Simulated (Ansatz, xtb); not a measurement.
**Relaxing a trial structure of CH3BeFO**

The starting geometry of this gas-phase singlet was built from a drawn formula by distance geometry and a force field; its bonds are those of `O[CH2][Be][F]`.

```yaml
atoms:
  - { symbol: C, position_ang: [0.4604, 2.4570, -1.3068] }
  - { symbol: Be, position_ang: [1.7201, 1.8695, -0.1405] }
  - { symbol: F, position_ang: [1.3104, 0.2256, -0.2943] }
  - { symbol: O, position_ang: [1.1837, 2.8672, -2.4560] }
  - { symbol: H, position_ang: [1.6052, 2.0285, -2.7871] }
  - { symbol: H, position_ang: [-0.6270, 2.3513, -1.5671] }
  - { symbol: H, position_ang: [0.6026, 3.2932, -0.5410] }
```

Problem. Predict what becomes of its bonds when it is optimised with r2SCAN-D4/def2-SVP.

Solution. It keeps its bonds, and is `O[CH2][Be][F]`. Distances that change by over a tenth: Be2–F3 (1.70 → 1.39 Å).

The energy falls by 4.01 eV over 14 steps:

| step | E − E(last) (eV) |
| --- | --- |
| 1 | 4.008 |
| 2 | 2.085 |
| 4 | 0.321 |
| 5 | 0.135 |
| 7 | 0.013 |
| 8 | 0.006 |
| 10 | 0.001 |
| 11 | 0.000 |
| 13 | 0.000 |
| 14 | 0.000 |

Final geometry (Å):

```yaml
atoms:
  - { symbol: C, position_ang: [0.5373, 2.5648, -1.2710] }
  - { symbol: Be, position_ang: [1.1798, 1.2588, -0.4067] }
  - { symbol: F, position_ang: [1.8007, 0.1912, 0.2348] }
  - { symbol: O, position_ang: [1.4342, 2.8996, -2.3566] }
  - { symbol: H, position_ang: [1.2918, 2.2460, -3.0526] }
  - { symbol: H, position_ang: [-0.5112, 2.4745, -1.6245] }
  - { symbol: H, position_ang: [0.5226, 3.4574, -0.6163] }
```

From the same start GFN2-xTB ends elsewhere, differing in Be2–O4 (1.58 against 2.56 Å here).

The end wasn't checked by frequencies. Run with Ansatz 0.2.0, 26 s on 1 thread of Arm Neoverse V2 (shared host).
